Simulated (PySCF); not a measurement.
A PySCF script (with the pyscf-properties extension) for the NMR shieldings of C3H11BNP, on a GFN2-xTB geometry:

```python
import basis_set_exchange as bse
import numpy as np
from pyscf import gto, dft
from pyscf.prop import nmr

atoms = """
P     2.688082   -0.235866    1.007566
B    -0.543026   -0.592061   -1.421195
C    -0.723255    0.933178   -1.000012
C    -1.324737    0.828158    0.412197
C    -0.897679   -0.549188    0.933214
N    -0.668233   -1.331788   -0.266386
H     2.351554    1.086070    0.759516
H     3.956104   -0.069015    0.470456
H     2.163971   -0.658277   -0.203547
H    -0.313371   -1.051225   -2.469598
H    -1.347661    1.544187   -1.650194
H     0.250666    1.427918   -0.954781
H    -0.997394    1.626783    1.077146
H    -2.413330    0.866258    0.344134
H    -1.661001   -1.009936    1.568188
H     0.034098   -0.477939    1.518780
H    -0.561785   -2.325226   -0.135392
"""
names = dict.fromkeys(["P", "B", "C", "N", "H"], "pcSseg-1")
basis = {el: gto.basis.parse(bse.get_basis(n, elements=[el], fmt="nwchem")) for el, n in names.items()}
mol = gto.M(atom=atoms, basis=basis, charge=0, verbose=0)
mf = dft.RKS(mol, xc="PBE0")
mf.grids.level = 2
mf.grids.alignment = dft.numint.BLKSIZE   # the property module wants whole blocks of grid points
mf.conv_tol = 1e-9
mf.kernel()

calc = nmr.RKS(mf)   # GIAO
C = mf.mo_coeff
Co = C[:, mf.mo_occ > 0]
resp = mf.gen_response(singlet=True, hermi=2)
def vind(x):   # induced exchange potential for any number of trial vectors
    d = np.einsum("pi,xij,qj->xpq", C, 2 * x.reshape(-1, C.shape[1], Co.shape[1]), Co, optimize=True)
    return np.einsum("xpq,pi,qj->xij", resp(d - d.transpose(0, 2, 1)), C, Co, optimize=True).ravel()
mo1, _ = nmr.rhf.solve_mo1(calc, with_cphf=vind)
sigma = calc.kernel(mo1)
for i, s in enumerate(sigma):   # ppm
    w = np.linalg.eigvalsh((s + s.T) / 2)
    print("%2d %-2s iso %8.1f  s11 %8.1f  s22 %8.1f  s33 %8.1f" % (i, mol.atom_pure_symbol(i), w.mean(), *w))
```

**Question.** What are the results?

**Answer.** 
```
 0 P  iso    610.1  s11    560.0  s22    627.4  s33    642.9
 1 B  iso     59.5  s11     30.1  s22     35.8  s33    112.8
 2 C  iso    165.0  s11    153.6  s22    164.0  s33    177.4
 3 C  iso    159.9  s11    136.9  s22    168.4  s33    174.4
 4 C  iso    132.9  s11    103.2  s22    132.2  s33    163.3
 5 N  iso    126.0  s11     15.9  s22    167.7  s33    194.3
 6 H  iso     30.3  s11     24.4  s22     29.6  s33     37.0
 7 H  iso     30.3  s11     25.6  s22     26.2  s33     39.2
 8 H  iso     30.2  s11     24.1  s22     28.5  s33     37.8
 9 H  iso     26.6  s11     25.7  s22     26.6  s33     27.5
10 H  iso     30.4  s11     25.5  s22     28.2  s33     37.4
11 H  iso     30.8  s11     26.3  s22     29.4  s33     36.5
12 H  iso     29.8  s11     26.6  s22     27.2  s33     35.6
13 H  iso     30.0  s11     24.3  s22     28.3  s33     37.5
14 H  iso     28.3  s11     24.1  s22     26.5  s33     34.2
15 H  iso     28.0  s11     23.6  s22     26.5  s33     34.0
16 H  iso     27.1  s11     22.4  s22     25.1  s33     33.8
```

These numbers come from an equivalent density-fitted implementation of the same equations, which agrees with the script to about 0.01 ppm for H and up to a few tenths of a ppm for heavy atoms, so last digits may differ.

Size and cost of the density-fitted run: 164 basis functions, 78 s wall time on 1 thread of an Intel Xeon, shared host; peak memory 0.75 GiB.
